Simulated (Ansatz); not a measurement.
Correlation energies of `[OH][Hf]([OH])([Br])[Br]` by basis set

```xyz
7

O     1.059    0.468    1.244
Hf    0.146   -0.282   -0.234
O    -1.563    0.506   -0.436
Br    1.487    0.140   -2.318
Br   -0.139   -2.750    0.155
H     1.394    0.932    2.005
H    -2.385    0.985   -0.416
```

Charge 0, multiplicity 1. Correlated methods include outer-core shells of Br, Hf, which these sets cover unevenly. Scalar relativity is left out up to krypton. Hf: def2 effective core potential. The structure was optimised at the PBE0-D4/def2-TZVP level. It is one conformer, not always the lowest. Frozen core, restricted reference, Ansatz.

```json
{"basis": "def2-SVP", "HF (Eh)": "-5342.75877", "MP2 corr.": "-1.05722", "CCSD corr.": "-1.05934", "(T)": "?", "CCSD(T) total": "?"}
{"basis": "def2-TZVPP", "HF (Eh)": "-5343.60050", "MP2 corr.": "?", "CCSD corr.": "?", "(T)": "-0.05172", "CCSD(T) total": "?"}
{"basis": "def2-QZVPP", "HF (Eh)": "-5343.70676", "MP2 corr.": "?", "CCSD corr.": "–", "(T)": "–", "CCSD(T) total": "–"}
```

Task: Fill in the withheld values. (Estimate.)

Result: Ansatz gave: def2-SVP (T): -0.02822; def2-SVP CCSD(T) total: -5343.84633; def2-TZVPP MP2 corr.: -1.34750; def2-TZVPP CCSD corr.: -1.34904; def2-TZVPP CCSD(T) total: -5345.00126; def2-QZVPP MP2 corr.: -2.07202.
